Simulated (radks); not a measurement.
Coulomb parameter of the 4f shell of the samarium ion Sm2+ in the model configuration [Xe] 4f4.5 6s1.5, as a second difference U = [E(n + 0.5) + E(n - 0.5) - 2 E(n)] / (0.5)^2 with all orbitals relaxed. "Bare": the charge of the atom changes with n. "Screened": the 6s shell takes up the change at fixed total charge, which measures U(4f,4f) + U(6s,6s) - 2 U(4f,6s). Method: Dirac Kohn-Sham, PBE, spin-unpolarised, spherical densities, point nucleus; open shells are shared between the two j in proportion to 2j + 1; computed with a radial shooting solver on a logarithmic mesh with Libxc functionals.

case              configuration  E - E(n) (eV)
start          [Xe] 4f4.5 6s1.5          0.000
bare +0.5        [Xe] 4f5 6s1.5        -12.193
bare -0.5        [Xe] 4f4 6s1.5         16.674
screened +0.5      [Xe] 4f5 6s1         -5.053
screened -0.5      [Xe] 4f4 6s2          7.026

U(bare) = 17.927 eV, U(screened by 6s) = 7.894 eV.
